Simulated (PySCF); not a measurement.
**Dipole response of Sn (tin, neutral)**

[Kr] 4d10 5s2 5p2, high-spin 3P determinant. Computed with PySCF 2.14 in aug-cc-pVQZ-PP with one added diffuse shell each of s, p, d, f, g type with ECP28MDF (8s8p6d4f3g, 117 functions), with scalar relativity through the core potential. Coupled (time-dependent) response in atomic units; α is the mean over directions.

| method | mean α (bohr³) | α xx, yy, zz | C₆ (like pair) | S(−4) |
| --- | --- | --- | --- | --- |
| UHF | 57.17 | 46.93, 62.28, 62.28 | 631.3 | 1132 |
| PBE | 62.23 | 48.19, 69.25, 69.25 | 676.3 | 1683 |
| PBE0 | 58.77 | 46.63, 64.84, 64.84 | 638.2 | 1362 |

S(−4) is the Cauchy moment in α(ω) = α(0) + S(−4) ω² + …

Reference α: 53 ± 6 bohr³ (recommended; Schwerdtfeger and Nagle, table of static dipole polarizabilities (2023 update)). Published C₆: 659.0 (Chu and Dalgarno (2004); Tang, Norbeck and Certain (1976)).

Spin-orbit coupling is absent.

α(iu) at PBE:

| u (hartree) | α(iu) (bohr³) |
| --- | --- |
| 0 | 62.23 |
| 0.0500 | 58.41 |
| 0.100 | 50.09 |
| 0.200 | 34.18 |
| 0.300 | 23.79 |
| 0.500 | 13.19 |
| 0.750 | 7.744 |
| 1.00 | 5.249 |
| 1.50 | 3.023 |
| 2.00 | 2.024 |
| 3.00 | 1.110 |
| 5.00 | 0.4771 |

A single London oscillator, α(iu) = α/(1 + u²/ω²), gives C₆ = (3/4) ω α². Matching the computed C₆ needs ω = 4 × 676.3 / (3 × 62.23²) = 0.233 hartree.

The components differ because the open shell of this determinant is not spherical; for a pure term their mean is the scalar polarisability.

Energies and moments cover only the electrons outside the core potential.
